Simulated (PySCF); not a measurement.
From one molecule to another.

First species: C3H13ClSi4.
InChI=1S/C3H13ClSi4/c1-2-3-7(4)8(5)6/h2,7-8H,1,3H2,5-6H3/t7-/m1/s1

Second species: C3H13ClSi4.
InChI=1S/C3H13ClSi4/c4-6-7-8(5)3-1-2-3/h3,8H,1-2,6-7H2,5H3/t8-/m0/s1

Levels: PBE0/pcSseg-1 for dipole moment, HOMO energy, LUMO energy and HOMO–LUMO gap; GFN2-xTB for rotational constant A and rotational constant C. Geometries: GFN2-xTB. All species are isolated and taken at one optimised geometry, non-relativistic unless stated; the electronic structure was computed with PySCF and density fitting.

The conformers computed, where there is a choice (atom-mapped SMILES and torsion angles):
- `[CH2:1]=[CH:2][CH2:3][Si@H:4]([Cl:5])[SiH:6]([SiH3:7])[SiH3:8]`: C1–C2–C3–Si4 102°, C2–C3–Si4–Cl5 66°, C3–Si4–Si6–Si7 -52°
- `[SiH3:1][Si@@H:2]([SiH2:3][SiH2:4][Cl:5])[CH:6]1[CH2:7][CH2:8]1`: Si1–Si2–Si3–Si4 87°, Si2–Si3–Si4–Cl5 -42°, Si1–Si2–C6–C7 89°

Values for the first species:

| Item | Value |
| --- | --- |
| Dipole moment | 1.40 D |
| HOMO energy | -7.33 eV |
| LUMO energy | -0.77 eV |
| HOMO–LUMO gap | 6.56 eV |
| Rotational constant A | 0.827 GHz |
| Rotational constant C | 0.410 GHz |

Task: Estimate the same properties for the second species, and the change in each.

Result: 
| property | first | second | second less first |
| --- | --- | --- | --- |
| dipole moment | 1.40 D | 1.75 D | +0.35 D |
| HOMO energy | -7.33 eV | -7.87 eV | -0.54 eV |
| LUMO energy | -0.77 eV | -0.98 eV | -0.21 eV |
| HOMO–LUMO gap | 6.56 eV | 6.89 eV | +0.33 eV |
| rotational constant A | 0.827 GHz | 0.879 GHz | +0.052 GHz |
| rotational constant C | 0.410 GHz | 0.477 GHz | +0.067 GHz |

On the first: In atomic units the dipole is 0.55 e·bohr (1 au = 2.5417 D).

On the second: A dipole of 1.75 D is allowed in C1, and pure rotational transitions are dipole-allowed. The dipole equals about 5.8 × 10⁻³⁰ C·m (1 D = 3.33564 × 10⁻³⁰ C·m).
